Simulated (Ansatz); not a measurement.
def2 core potentials replace the inner electrons of Te.

Cartesian coordinates (Å):
```xyz
10

C     -1.0792     0.2411     0.0213
C     -0.2315    -0.9898     0.2839
Te     1.9131    -0.6360     0.0085
O      1.6293     1.2407    -0.4594
H     -0.8453     1.0673     0.7060
H     -2.1290    -0.0525     0.1884
H     -0.9886     0.6021    -1.0119
H     -0.2932    -1.3607     1.3199
H     -0.4369    -1.8275    -0.4023
H      2.4612     1.7153    -0.6545
```
Charge +1, spin multiplicity 2.

Computed with frozen-core CCSD(T)/def2-TZVPP // B3LYP-D3(BJ)/def2-SVP run with Ansatz (a program for electronic structure).

```
Quantity                        Value
----------------------  -------------
HF energy               -420.87967 Ha
MP2 correlation energy    -1.03572 Ha
```

Task: Estimate the CCSD correlation energy, the (T) correction, the total energy and the T1 diagnostic.

Result: 
```yaml
CCSD correlation energy: -1.04057 Ha
"(T) correction": -0.03574 Ha
CCSD(T) total energy: -421.95598 Ha
T1 diagnostic: 0.018
```
